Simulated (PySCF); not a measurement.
## Correlation energy of O⁺ (oxygen, charge +1)

[He] 2s2 2p3, high-spin 4S determinant. All numbers are calculated (PySCF 2.14, the spin-free X2C one-electron Hamiltonian (Gaussian nucleus), in aug-cc-pVDZ-DK). Frozen: 1s2; 5 electrons correlated.

MP2 pair energies summed by pair of shells (mhartree):

```json
{"pair": "2s-2p", "energy": "-47.73", "share (%)": "66.1"}
{"pair": "2p-2p", "energy": "-17.01", "share (%)": "23.5"}
{"pair": "2s-2s", "energy": "-7.51", "share (%)": "10.4"}
```

Total MP2 correlation energy: -72.25 mhartree.

Same-spin part -20.04 and opposite-spin part -52.21 mhartree; SCS-MP2 scales them by 1/3 and 6/5 to -69.33 mhartree.

```tsv
level	correlation energy (mhartree)
CCSD	-88.22
(T)	-0.79
CCSD(T)	-89.01
```

Diagnostics: T1 = 0.0046, D1 = 0.0068, largest double amplitude 0.029.

**Question.** Is a single reference adequate?

**Answer.** Yes: T1 lies below 0.03 and no double amplitude reaches 0.07.
